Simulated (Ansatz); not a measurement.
Relaxation of C2H5AlS2 (10 atoms, charge 0, multiplicity 1), to a largest force component of 0.02 eV/Å in at most 50 steps.

The calculation used UKS PBE/6-31G* (Ansatz 0.2.0).

```xyz
10
Properties=species:S:1:pos:R:3:forces:R:3
C -1.582 -0.748 -0.010 -1.24 2.55 0.22
Al -0.011 0.033 0.862 -0.25 0.10 0.56
C 1.607 0.379 -0.217 1.58 -2.17 2.40
S 1.400 0.404 -1.956 -0.05 0.81 -1.34
S 1.815 2.083 -0.663 -0.19 0.76 -0.90
H -2.440 -0.804 0.726 0.65 -0.25 -0.62
H -1.363 -1.689 -0.462 -0.01 -1.13 -0.61
H -1.923 0.008 -0.828 0.46 -1.19 0.90
H -0.026 0.386 2.466 0.13 -0.02 -0.39
H 2.606 -0.103 0.083 -1.07 0.52 -0.24
```

Problem. Where does it end, and by what steps?

Solution. The forces met the threshold. The force dipped under the threshold on the way, but the program's further checks kept it going. After 27 steps the energy has fallen by 0.503 eV; S5 moved furthest, 0.74 Å. Joined: Al2–S5.

```
step  energy less start (eV)  largest force component (eV/Å)  accepted
   0                  0.0000                           2.554       yes
   1                 -0.2732                           1.292       yes
   2                 -0.3802                           0.184       yes
   3                 -0.4101                           0.193       yes
   4                 -0.4597                           0.330       yes
   5                 -0.4780                           0.314       yes
   6                 -0.4504                           0.471        no
   7                 -0.4919                           0.063       yes
   8                 -0.4938                           0.031       yes
   9                 -0.4949                           0.063       yes
  10                 -0.4955                           0.143       yes
  11                 -0.4969                           0.098       yes
  12                 -0.4985                           0.082       yes
  13                 -0.4904                           0.531        no
  14                 -0.4890                           0.203        no
  15                 -0.5000                           0.019       yes
  16                 -0.5009                           0.043       yes
  17                 -0.5005                           0.208        no
  18                 -0.5007                           0.048        no
  19                 -0.5014                           0.016       yes
  20                 -0.5020                           0.030       yes
  21                 -0.5019                           0.117        no
  22                 -0.5012                           0.078        no
  23                 -0.5022                           0.004       yes
  24                 -0.5025                           0.026       yes
  25                 -0.5025                           0.039       yes
  26                 -0.5026                           0.028       yes
  27                 -0.5027                           0.003       yes
```

```xyz
10
Properties=species:S:1:pos:R:3
C -1.593 -0.663 -0.054
Al 0.061 -0.055 0.815
C 1.743 0.165 -0.223
S 1.395 0.656 -1.945
S 1.185 1.964 -0.300
H -2.480 -0.174 0.384
H -1.727 -1.753 0.077
H -1.584 -0.460 -1.138
H 0.268 0.187 2.391
H 2.816 0.082 -0.002
```

Whether the end is a true minimum wasn't checked by a vibrational analysis.

The run took 63 s on 2 threads of Intel(R) Xeon(R) Platinum 8488C (Sapphire Rapids), with other jobs on the host, peak memory 0.2 GiB.
